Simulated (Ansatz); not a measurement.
Reaction (formal hydrolysis of the Sn–Si bond): `O[SiH2][SiH2][SnH3]` + H₂O → `[OH][SnH3]` + `O[SiH2][SiH3]`

Calculated with Ansatz (gas phase, PBE0-D4/def2-TZVP geometries, no zero-point term in ΔE). CCSD(T)/CBS adds triple-zeta CCSD(T) − MP2 to the extrapolated MP2 energy (def2 sets, frozen cores). This one scheme is used for every species. Functionals use def2-TZVPP. B3LYP here is the variant with VWN-RPA as its local correlation; programs differ in this. HSE06 is defined as in plane-wave codes. def2 core potentials past Kr. For Sn outer-core shells are correlated without core-valence functions, which leaves a few kJ/mol of doubt a bond. Each species was taken in one conformer, which may not be the lowest.

`O[SiH2][SiH2][SnH3]`:

Z-matrix (Å, degrees):
```
Si
Si 1 2.344
O 1 1.652 2 109.8
H 1 1.492 2 107.7 3 -121.9
H 1 1.483 2 113.1 3 117.8
Sn 2 2.566 1 105.6 3 47.6
H 2 1.489 1 111.8 3 -70.2
H 2 1.489 1 112.4 3 167.1
H 3 0.960 1 117.2 2 -49.3
H 6 1.707 2 111.9 1 88.6
H 6 1.706 2 113.7 1 -147.5
H 6 1.719 2 107.9 1 -28.7
```

H₂O:

Z-matrix (Å, degrees):
```
O
H 1 0.960
H 1 0.960 2 105.1
```

`[OH][SnH3]`:

Z-matrix (Å, degrees):
```
Sn
O 1 1.970
H 1 1.709 2 108.5
H 1 1.698 2 103.1 3 119.8
H 1 1.709 2 108.5 3 -120.5
H 2 0.959 1 113.2 3 60.0
```

`O[SiH2][SiH3]`:

Cartesian coordinates in Å:
```
O 0.577 -1.559 -1.236
Si -0.056 -0.046 -1.023
Si -0.309 0.508 1.244
H 1.435 -1.739 -0.850
H 0.796 0.994 -1.671
H -1.373 -0.069 -1.706
H -0.831 1.897 1.374
H 1.008 0.437 1.939
H -1.246 -0.423 1.929
```

| level | ΔE (eV) |
| --- | --- |
| LDA (SPW92) | 0.41 |
| PBE-D4 | 0.35 |
| r2SCAN0-D4 | 0.31 |
| BHLYP-D4 | 0.24 |
| r2SCAN | 0.23 |
| B3LYP | 0.12 |
| HSE06 | 0.32 |
| CAM-B3LYP | 0.09 |

Problem. What does CCSD(T)/CBS give? (Best estimate.)

Solution. Computed: +0.29 eV. The listed levels differ from it by 0.12, 0.06, 0.02, -0.05, -0.06, -0.17, 0.03, -0.20 eV.

Largest T1 diagnostic among the species: 0.014.

In def2-TZVPP, CCSD(T) changes the Hartree–Fock value by +0.25 eV (the triples alone add +0.02 eV) and MP2 by +0.26 eV. From BLYP to BHLYP (50 % exact exchange), in def2-TZVPP and without D4, ΔE moves by +0.04 eV.
